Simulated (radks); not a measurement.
The numbers below are computed, except where a source is named.
Ionisation of K+, [Ar], to K2+, [Ne] 3s2 3p5, under several functionals. Scalar-relativistic Kohn-Sham, spin-polarised, spherical densities, point nucleus; open shells are filled with parallel spins first; a radial shooting solver on a logarithmic mesh with Libxc functionals.

functional	E(K+) (hartree)	Exc (hartree)	IE (eV)	-e(HOMO) (eV)	<r> HOMO (bohr)	IE error (eV)
B86b exchange with PBE correlation	-602.12523	-33.45050	31.661	24.914	1.426	+0.036
exchange-only LDA	-598.92567	-30.16800	30.120	23.468	1.436	-1.505
LDA (Slater exchange, Perdew-Zunger correlation)	-600.39439	-31.66880	31.743	24.971	1.427	+0.118

NIST Atomic Spectra Database: 31.625 eV (measured). Closest: B86b exchange with PBE correlation. The Delta-SCF values span 1.62 eV, the total energies 3.20 hartree. The highest occupied level is 3p. Open shells are spherical and high-spin; term and fine-structure splittings are not resolved.
